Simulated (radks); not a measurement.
Dy35+, 31 electrons, occupied as [Ar] 3d10 4s2 4p1 (the NIST ground configuration).

Calculated with a radial shooting solver on a logarithmic mesh with Libxc functionals: Dirac Kohn-Sham, LB94 model potential, spin-unpolarised, spherical densities, finite nucleus; open shells fill j = l - 1/2 first; Fermi nuclear charge, rms radius 5.2218 fm.

Energy parts (hartree):
kinetic: 12658.6562
electron-nucleus: -26493.3444
Hartree: 2585.3412
(The LB94 potential has no energy functional, so no total or exchange-correlation energy is given.)

Orbitals (lengths in bohr, moments of r in powers of bohr; r(90%) holds 90 % of the orbital's charge):
orbital,occ.,eigenvalue (hartree),<r^2>,r(90%),small-component weight
1s1/2,2,-2030.996,0.0006077,0.0382,6.08e-02
2s1/2,2,-382.8750,0.009391,0.138,1.36e-02
2p1/2,2,-367.3116,0.006783,0.122,1.36e-02
2p3/2,4,-337.5360,0.007997,0.131,1.26e-02
3s1/2,2,-124.3661,0.06083,0.338,4.43e-03
3p1/2,2,-117.5664,0.05614,0.329,4.39e-03
3p3/2,4,-111.2004,0.06251,0.347,4.10e-03
3d3/2,4,-99.62577,0.04885,0.317,4.00e-03
3d5/2,6,-98.20677,0.05060,0.322,3.91e-03
4s1/2,2,-58.98291,0.2438,0.659,1.91e-03
4p1/2,1,-56.17317,0.2429,0.662,1.87e-03
4p3/2,0,-54.11895,0.2622,0.686,1.78e-03

The highest occupied level is 4p1/2 at -1528.5 eV. The density falls to 0.001 e/bohr^3 at r = 1.09 bohr. The electron density at the nucleus is 7.421e+05 e/bohr^3. For comparison, the ionisation energy in NIST's Atomic Spectra Database is 1520 eV (theoretical). In exact Kohn-Sham theory the highest level is minus the ionisation energy, but local and semilocal functionals leave it too shallow, through self-interaction and a potential that decays too fast; potentials with the right tail come closer. Summed over all electrons, <r^2> = 1.779 bohr^2, which gives a Langevin (diamagnetic) susceptibility term of -1.41 x 10^-6 cm^3/mol.

Beside tabulated values, note that spin-unpolarised runs miss the spin-polarisation part of the exchange energy of open shells.
